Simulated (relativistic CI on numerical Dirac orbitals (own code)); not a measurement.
# Sensitivity of the levels of Er XXXIII to α and to the nuclear radius

Computed by Dirac-Coulomb-Breit CI, orbitals from a KLI potential per configuration, derivatives by finite differences, unscaled Slater integrals, QED left out (own radial code, finite nucleus).

CI space (outside the closed core [Ar] 3d10): 4s2.4p6, 4s2.4p5.4d, 4s.4p6.4d, 4s2.4p5.4f, 4s.4p6.4f, 4p6.4d2, 4p5.4d3, 4p5.4d2.4f. Double excitations out of closed p, d and f shells are left out; levels of such configurations are missing from the list, as are those of other unlisted configurations, and high levels can miss mixing partners.

With x = (α/α₀)² − 1 an excitation energy changes as ω = ω₀ + qx; K = 2q/ω₀ is the relative enhancement. Terms are leading LS components, so labels can repeat. The field-shift factor is F = δν/δ⟨r²⟩ for the transition from the lowest level.

Lowest level 4s2.4p6 1S_0.

```tsv
Level	ω₀ (cm⁻¹)	q (cm⁻¹)	F (GHz/fm²)
4s2.4p5.4d 3P°_0	1029980	33550	6.14
4s2.4p5.4d 3P°_1	1059179	44330	6.29
4s2.4p5.4d 3F°_3	1083878	36120	5.41
4s2.4p5.4d 3D°_2	1093721	38120	6.06
4s2.4p5.4d 3F°_4	1154061	132200	6.98
4s2.4p5.4d 1D°_2	1172359	133700	7.75
4s2.4p5.4d 3D°_3	1212928	131600	8.38
4s2.4p5.4d 3D°_1	1316145	184200	1.4
4s2.4p5.4d 3F°_2	1535771	576400	-45.6
4s2.4p5.4d 3D°_2	1638516	673400	-42.5
4s2.4p5.4d 3F°_3	1655593	675800	-43.4
4s2.4p5.4d 1P°_1	1715250	522900	-36.8
4s.4p6.4d 3D_1	2264249	549500	-814
```

At this charge energies of transitions that change n are usually good to better than 1 %, and those within a shell (Δn = 0) to a few per cent.

(1) Which transition from the lowest level has the largest |K|?

Answers

(1) 4s2.4p5.4d 3D°_2 at 1638516 cm⁻¹, K = 0.822.
